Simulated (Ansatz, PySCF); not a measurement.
Gas-phase reaction in SMILES: C[SiH](C)[SiH3] → C[SiH][SiH3] + [CH3] (CH3) (the C-Si bond at the site shown breaks; other sites are not compared here)
Geometries: B3LYP-D3(BJ)/def2-TZVP minima from Ansatz (a program for electronic structure). Frequencies are from Ansatz or PySCF.

Wanted: bond dissociation energy (enthalpy at 298 K, with B3LYP-D3(BJ) rigid-rotor harmonic-oscillator terms), in kcal/mol. Valence correlation only, unless marked. UHF or UKS for open shells. Spin-orbit coupling is left out. Non-relativistic. CBS marks a two-point X^-3 extrapolation of the correlation energy; Hartree-Fock from the larger set.

CCSD(T)/CBS(aug-cc-pV(T+d)Z,aug-cc-pV(Q+d)Z) (Ansatz) gives 87.0 kcal/mol.

Task: Another calculation gave 82.9 kcal/mol. Which level was it?
A) B2PLYP/def2-TZVPD (Ansatz)
B) wB97X-V/def2-TZVPD (Ansatz)
C) SVWN5/def2-TZVPD (Ansatz)
D) r2SCANh/def2-TZVPD (Ansatz)

Result: A, B2PLYP/def2-TZVPD (Ansatz). The others give 79.1 (r2SCANh), 88.3 (wB97X-V), 97.9 (SVWN5) kcal/mol.
